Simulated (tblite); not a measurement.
Compound: C₅H₉BO₂Si.
SMILES with atom numbers: `[BH2:1][c:2]1[cH:3][c:4]([SiH3:5])[o:6][c:7]1[O:8][CH3:9]` (hydrogens: H10, H11 on B1; H12 on C3; H13, H14, H15 on Si5; H16, H17, H18 on C9)

Computed with GFN2-xTB (tblite), gas phase: L-BFGS steps from a force-field or distance-geometry start until the largest atomic force falls under 0.01 eV/Å.

Step 56: E = -717.7937 eV
```
atom  x, y, z in Å  |  force x, y, z in eV/Å
B1      0.7663    2.8751   -0.3684   -0.014  -0.039  -0.055
C2      0.1526    1.4829   -0.3620    0.001   0.016   0.049
C3     -1.2239    1.0922   -0.4715    0.032  -0.027   0.030
C4     -1.3037   -0.2623   -0.3818   -0.006   0.029  -0.034
Si5    -2.6736   -1.5300   -0.4263   -0.004   0.067   0.012
O6     -0.0285   -0.7710   -0.2248   -0.003   0.033   0.013
C7      0.8085    0.2666   -0.2132    0.024   0.036  -0.075
O8      2.1161    0.0481   -0.0870    0.001   0.013   0.013
C9      2.5250   -1.3062   -0.0320   -0.025  -0.027   0.009
H10     0.0834    3.8188   -0.4575   -0.064  -0.006  -0.005
H11     1.9251    2.9992   -0.2979    0.048  -0.034   0.030
H12    -2.0517    1.7616   -0.6092    0.058  -0.050   0.035
H13    -2.5615   -2.3232   -1.6536   -0.018  -0.020   0.007
H14    -3.9353   -0.7976   -0.3768   -0.038   0.000  -0.028
H15    -2.5364   -2.4016    0.7417   -0.001  -0.043   0.002
H16     3.6119   -1.2899   -0.0003    0.002   0.015   0.007
H17     2.1844   -1.8526   -0.9159    0.012   0.000  -0.005
H18     2.1326   -1.8035    0.8604   -0.001   0.036  -0.007
```

Step 57: E = -717.7947 eV
```
atom  x, y, z in Å  |  force x, y, z in eV/Å
B1      0.7661    2.8737   -0.3710    0.011  -0.015  -0.039
C2      0.1523    1.4825   -0.3616    0.002   0.010   0.021
C3     -1.2235    1.0896   -0.4693    0.029  -0.018   0.049
C4     -1.3010   -0.2648   -0.3804   -0.004   0.026  -0.035
Si5    -2.6728   -1.5295   -0.4269   -0.017   0.059   0.012
O6     -0.0248   -0.7716   -0.2270   -0.002   0.022   0.003
C7      0.8107    0.2672   -0.2185    0.014   0.032  -0.047
O8      2.1182    0.0503   -0.0924    0.003   0.033   0.009
C9      2.5254   -1.3033   -0.0309   -0.023  -0.027   0.010
H10     0.0805    3.8176   -0.4455   -0.043  -0.013  -0.010
H11     1.9274    2.9941   -0.3116    0.006  -0.025   0.024
H12    -2.0532    1.7575   -0.6008    0.053  -0.044   0.027
H13    -2.5655   -2.3233   -1.6534   -0.011  -0.024  -0.005
H14    -3.9307   -0.7916   -0.3802   -0.050   0.007  -0.025
H15    -2.5451   -2.4042    0.7392    0.006  -0.043   0.012
H16     3.6113   -1.2890    0.0071    0.029   0.017  -0.001
H17     2.1874   -1.8521   -0.9132    0.011  -0.016  -0.033
H18     2.1284   -1.7966    0.8602   -0.016   0.019   0.028
```

Q: Estimate the geometry and energy of step 58. (The exact step hangs on the optimiser's Hessian estimate; all steps are aligned on step 57, rigid shifts and turns removed.)

A: E = -717.7957 eV, largest force 0.065 eV/Å
```
atom  x, y, z in Å  |  force x, y, z in eV/Å
B1      0.7658    2.8722   -0.3740    0.009  -0.003  -0.014
C2      0.1526    1.4822   -0.3605    0.011   0.003  -0.013
C3     -1.2217    1.0872   -0.4673    0.014   0.005   0.059
C4     -1.2981   -0.2668   -0.3800    0.005   0.008  -0.024
Si5    -2.6724   -1.5274   -0.4267   -0.030   0.021   0.008
O6     -0.0212   -0.7715   -0.2284    0.009  -0.001  -0.016
C7      0.8133    0.2683   -0.2234    0.005   0.008  -0.004
O8      2.1206    0.0528   -0.0962    0.006   0.037   0.002
C9      2.5258   -1.3008   -0.0306   -0.011  -0.014   0.005
H10     0.0782    3.8142   -0.4430   -0.042   0.007  -0.017
H11     1.9267    2.9899   -0.3139    0.021  -0.012   0.016
H12    -2.0517    1.7538   -0.5932    0.020  -0.017   0.015
H13    -2.5713   -2.3240   -1.6521   -0.002  -0.019  -0.009
H14    -3.9281   -0.7869   -0.3834   -0.058   0.018  -0.020
H15    -2.5524   -2.4074    0.7368    0.012  -0.031   0.012
H16     3.6112   -1.2876    0.0114    0.041   0.012  -0.008
H17     2.1882   -1.8510   -0.9115    0.016  -0.026  -0.051
H18     2.1256   -1.7907    0.8597   -0.026   0.002   0.059
```

The energy changes by -0.0010 eV. The first-order estimate −F·Δx gives -0.0015 eV and the mean of the old and new forces, exact on a quadratic surface, -0.0010 eV. The step makes an angle of 69° with the force vector and moves no atom by more than 0.009 Å.

The cost below is that of the whole relaxation. The run took 0.99 s wall on one thread, Arm Neoverse N1 (aarch64), no GPU, shared host with 64 logical CPUs at a one-minute load of 60.
